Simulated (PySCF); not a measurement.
Species: C2H9NOSi.
Numbering: `[NH2:1][SiH2:2][CH2:3][CH2:4][OH:5]`

The computed photoelectron lines, unassigned: C 1s: 290.11 (area 1), 292.07 (area 1) eV; N 1s: 404.70 eV; O 1s: 538.58 eV; Si 1s: 1846.59 eV; Si 2p3/2: 106.75 eV.

The calculation used PySCF 2.14.0, delta-SCF UKS SCAN, pcX-2 on the ionised atom, pcseg-1 elsewhere, spin-free X2C. One conformer (not necessarily the lowest) at the GFN2-xTB geometry, without solvent, vibrations or thermal averaging.

Q: Which carbon gives which C 1s line?

A: 290.11 eV: C3 (sp3 carbon bound to silicon); 292.07 eV: C4 (carbinol carbon (C–OH)). The listed C 1s values span 1.96 eV, from C3 (bonded to C, 2 H and Si) to C4 (bonded to O, C and 2 H).

Bonded neighbours of each site: N1: 2 H and Si; Si2: N, C and 2 H; C3: C, 2 H and Si; C4: O, C and 2 H; O5: C and H.

Q: Which effective nuclear charge Zeff reproduces each element's mean 1s value in the hydrogen-like formula E = 13.606 eV × Zeff²?

A: C (Z = 6): mean 291.1 eV, Zeff = 4.63, Z − Zeff = 1.37; N (Z = 7): mean 404.7 eV, Zeff = 5.45, Z − Zeff = 1.55; O (Z = 8): mean 538.6 eV, Zeff = 6.29, Z − Zeff = 1.71; Si (Z = 14): mean 1846.6 eV, Zeff = 11.65, Z − Zeff = 2.35. Means run over the listed sites, weighted by atom count.

The 2p values add to the ΔSCF energy of one spin-free hole a correction within the shell (spin–orbit coupling, ligand field). 2p1/2 minus 2p3/2 (ligand field included): Si 0.62 eV.

The values belong to the conformer `[NH2:1][SiH2:2][CH2:3][CH2:4][OH:5]`: N1–Si2–C3–C4 -170°, Si2–C3–C4–O5 -64°, H–N1–Si2–C3 -175°, H–N1–Si2–C3 46°, H–O5–C4–C3 58°.
